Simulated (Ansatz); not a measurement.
C₁₀H₁₈ (`CC1=CCC(C(C)C)CC1`), relaxed with RKS PBE-D4/def2-SVP in Ansatz from a rough embedded geometry. The force threshold is 0.03 eV/Å; the program also tests the step.

Charge 0, multiplicity 1.

Start:

```xyz
28

C     2.887    2.127    1.240
C     1.749    1.285    0.746
C     1.802    0.602   -0.388
C     0.689   -0.245   -0.927
C    -0.637    0.050   -0.224
C    -1.780   -0.912   -0.602
C    -2.114   -0.820   -2.091
C    -1.515   -2.368   -0.223
C    -0.383    0.090    1.283
C     0.527    1.267    1.622
H     3.700    2.149    0.518
H     3.268    1.733    2.182
H     2.551    3.148    1.421
H     2.700    0.627   -0.991
H     0.598   -0.065   -2.000
H     0.961   -1.297   -0.796
H    -0.956    1.054   -0.529
H    -2.663   -0.580   -0.041
H    -3.020   -1.381   -2.309
H    -1.309   -1.234   -2.694
H    -2.273    0.214   -2.388
H    -0.669   -2.770   -0.776
H    -1.315   -2.467    0.841
H    -2.387   -2.973   -0.460
H    -1.327    0.180    1.826
H     0.105   -0.835    1.597
H     0.830    1.216    2.671
H    -0.019    2.208    1.491
```

Question: By how much does the energy fall, and how many steps does the optimiser take? (An estimate is asked.)

Answer: Ansatz gave: 0.19 eV, in 3 steps.

Question: Which bonds change most? (Estimate.)

Answer: Computed: C2–C3 from 1.325 to 1.353 Å; C8–H22 from 1.087 to 1.111 Å; C7–H20 from 1.087 to 1.110 Å; C1–H13 from 1.090 to 1.113 Å.

Question: Give the relaxed structure. (An estimate is asked.)

Answer: Ansatz gave: 
```xyz
28

C     2.919    2.152    1.245
C     1.776    1.300    0.763
C     1.824    0.606   -0.397
C     0.693   -0.228   -0.941
C    -0.644    0.037   -0.227
C    -1.788   -0.932   -0.621
C    -2.135   -0.837   -2.113
C    -1.537   -2.391   -0.213
C    -0.401    0.108    1.289
C     0.547    1.257    1.647
H     3.758    2.173    0.522
H     3.311    1.785    2.220
H     2.590    3.200    1.422
H     2.748    0.645   -1.002
H     0.592   -0.039   -2.032
H     0.963   -1.309   -0.862
H    -0.978    1.054   -0.542
H    -2.682   -0.583   -0.053
H    -3.047   -1.421   -2.350
H    -1.317   -1.236   -2.750
H    -2.317    0.214   -2.423
H    -0.668   -2.825   -0.751
H    -1.346   -2.496    0.874
H    -2.417   -3.022   -0.456
H    -1.365    0.220    1.830
H     0.046   -0.850    1.637
H     0.861    1.185    2.712
H     0.014    2.235    1.570
```
